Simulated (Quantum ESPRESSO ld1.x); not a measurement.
Question: All-electron atom: Zn+ in [Ar] 3d10 4s1 (the NIST ground configuration). Method: Dirac Kohn-Sham, BLYP, spin-unpolarised, spherical densities, point nucleus; computed with ld1.x of Quantum ESPRESSO 7.5. Some entries of the table are withheld. Estimate them.

orbital  occ.  eigenvalue (eV)  <r^2> (bohr^2)
1s1/2       2         -9535.63             (1)
2s1/2       2         -1167.67             (2)
2p1/2       2         -1029.71             (3)
2p3/2       4         -1005.82             (4)
3s1/2       2         -138.644          0.5367
3p1/2       2              (5)          0.5900
3p3/2       4              (6)          0.6084
3d3/2       4              (7)           1.071
3d5/2       6              (8)           1.090
4s1/2       1         -14.1259           6.634

Answer: 
(1) 1s1/2 <r^2> (bohr^2): 0.003404
(2) 2s1/2 <r^2> (bohr^2): 0.06032
(3) 2p1/2 <r^2> (bohr^2): 0.04716
(4) 2p3/2 <r^2> (bohr^2): 0.04869
(5) 3p1/2 eigenvalue (eV): -94.9987
(6) 3p3/2 eigenvalue (eV): -91.9282
(7) 3d3/2 eigenvalue (eV): -19.9447
(8) 3d5/2 eigenvalue (eV): -19.5849
